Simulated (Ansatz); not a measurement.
Geometry optimisation, Ansatz 0.2.0, RKS BHLYP-D4/def2-SVP.

Input:

```yaml
crystal:
  periodic: [false, false, false]
  atoms:
    - { symbol: C, position_ang: [-0.7966, -1.2801, 1.3522] }
    - { symbol: O, position_ang: [0.3076, -1.2831, 0.5412] }
    - { symbol: Si, position_ang: [0.4038, 0.1901, -0.3852] }
    - { symbol: "N", position_ang: [1.8412, 0.0297, -1.5592] }
    - { symbol: O, position_ang: [-1.0281, 0.4855, -1.2311] }
    - { symbol: Se, position_ang: [0.905, 1.9628, 1.0087] }
    - { symbol: H, position_ang: [-0.8846, -2.1812, 1.9161] }
    - { symbol: H, position_ang: [-1.7288, -1.1445, 0.7155] }
    - { symbol: H, position_ang: [-0.7925, -0.3921, 2.1256] }
    - { symbol: H, position_ang: [1.7934, 0.9039, -2.0885] }
    - { symbol: H, position_ang: [1.48, -0.7434, -2.1919] }
    - { symbol: H, position_ang: [-0.8705, 1.3762, -1.6374] }
    - { symbol: H, position_ang: [-0.6096, 2.0413, 1.4489] }
basis:
  gaussian: { orbitals: def2-SVP }
hamiltonian:
  xc: { name: BHLYP }
  dispersion: d4
relax:
  f_tol: 0.015
  max_steps: 40
```

Command:

```bash
$ ansatz run input.yaml --threads 2 --pin off --max-ram 3072MiB --backend cpu --events-out ev --progress --plain --runs-dir out
```

Task: Where does it end, and by what steps?

Result: It converged. After 18 steps the energy has fallen by 1.286 eV; H13 moved furthest, 0.69 Å.

| step | energy less start (eV) | largest force component (eV/Å) | accepted |
| --- | --- | --- | --- |
| 0 | 0.0000 | 3.330 | yes |
| 1 | -0.8426 | 1.909 | yes |
| 2 | -1.0786 | 1.729 | yes |
| 3 | -1.2136 | 0.858 | yes |
| 4 | -1.2371 | 0.861 | yes |
| 5 | -1.2593 | 0.657 | yes |
| 6 | -1.2746 | 0.200 | yes |
| 7 | -1.2781 | 0.195 | yes |
| 8 | -1.2831 | 0.047 | yes |
| 9 | -1.2839 | 0.067 | yes |
| 10 | -1.2828 | 0.152 | no |
| 11 | -1.2849 | 0.024 | yes |
| 12 | -1.2854 | 0.084 | yes |
| 13 | -1.2855 | 0.054 | yes |
| 14 | -1.2859 | 0.023 | yes |
| 15 | -1.2860 | 0.037 | yes |
| 16 | -1.2860 | 0.028 | yes |
| 17 | -1.2861 | 0.015 | yes |
| 18 | -1.2861 | 0.006 | yes |

```xyz
13
Properties=species:S:1:pos:R:3
C -0.844 -1.400 1.321
O 0.162 -1.089 0.401
Si 0.333 0.307 -0.428
N 1.567 0.046 -1.553
O -1.181 0.640 -0.994
Se 1.010 2.092 0.825
H -0.752 -2.452 1.596
H -1.840 -1.232 0.898
H -0.746 -0.797 2.231
H 2.170 0.767 -1.905
H 1.791 -0.873 -1.892
H -1.299 1.396 -1.561
H -0.350 2.562 1.076
```

Whether the end is a true minimum wasn't checked by a vibrational analysis.

Time of the run: 2.1 min on 2 threads of Arm Neoverse V1, on a shared host, peak memory 0.42 GiB.
